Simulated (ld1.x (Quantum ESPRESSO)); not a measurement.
Varying the TM potential for Cu

Base potential:

ld1.x (Quantum ESPRESSO) 7.5 input, shortened:

```
&input
   title='Cu', zed=29., rel=1, dft='WC', iswitch=3,
   config='[Ar] 3d10 4s1 4p0'
 /
 &inputp
   pseudotype=2, tm=.true., lloc=1,
   nlcc=.true., new_core_ps=.true., rcore=0.75
 /
3
4S  1  0   1.00   0.00  2.10  2.10  0.0
3D  3  2  10.00   0.00  1.50  1.50  0.0
4P  2  1   0.00   0.00  3.95  3.95  0.0
 &test
   configts(1)='3d10 4s1 4p0'
 /
```

All-electron outer shells of the reference configuration (Wu–Cohen, scalar-relativistic, ld1.x):

```tsv
shell	level (eV)	outermost node (bohr)	outermost maximum (bohr)
3s	-114.47	0.29	0.61
3p	-72.05	0.26	0.62
3d	-5.06	–	0.60
4s	-4.61	0.89	2.27
4p	-0.61	0.97	3.52
```

Cutoffs, loose and tight: the cutoffs (Ry, on a coarse ladder) from which the occupation-weighted sum of valence levels, in a spherical-Bessel basis at the reference potential, stays within 10 and 1 mRy of its value at 400 Ry. They do not see the model core or the augmentation charge, which bear on the density cutoff. Test errors are all-electron minus pseudo excitation energies from the reference, over the configurations 3d10 4s0 4p0; 3d9 4s0 4p0; 3d8 4s0 4p0; 3d10 4s0 4p1; 3d9 4s1 4p0; 3d9 4s1 4p1; 3d10 4s0.5 4p0. A dash means not determined; rows that change the core or the reference have their own tests. The largest error is taken over the tests solved by every variant that gives reliable tests at all: 3d10 4s0 4p0; 3d10 4s0.5 4p0; 3d8 4s0 4p0; 3d9 4s0 4p0; 3d9 4s1 4p0; 3d9 4s1 4p1.

A true bound ghost makes a file unfit for plane-wave use even where its test errors are small: the radial tests pick states by their node count and pass the ghost by.

| change | outcome | cutoff, loose | cutoff, tight | bound ghosts | largest test error (meV) |
| --- | --- | --- | --- | --- | --- |
| base | generated | 120 Ry | 230 Ry | s | -1580 |
| core correction Bessel-smoothed model core inside 0.70 bohr | generated | 120 Ry | 230 Ry | s | -1580 |
| core correction Bessel-smoothed model core inside 0.96 bohr | generated | 120 Ry | 230 Ry | s | -1581 |
| core correction Bessel-smoothed model core inside 1.06 bohr | generated | 120 Ry | 230 Ry | s | -1579 |
| core correction Bessel-smoothed model core inside 1.32 bohr | generated | 120 Ry | 230 Ry | s | -1567 |
| core correction Bessel-smoothed model core inside 1.54 bohr | generated | 120 Ry | 230 Ry | s | -1549 |
| core correction Bessel-smoothed model core inside 1.74 bohr | generated | 120 Ry | 230 Ry | s | -1531 |

Q: What comes out with this change to the base: core correction none?

A: outcome: generated; cutoff, loose: 120 Ry; cutoff, tight: 230 Ry; bound ghosts: s; largest test error (meV): -1362.
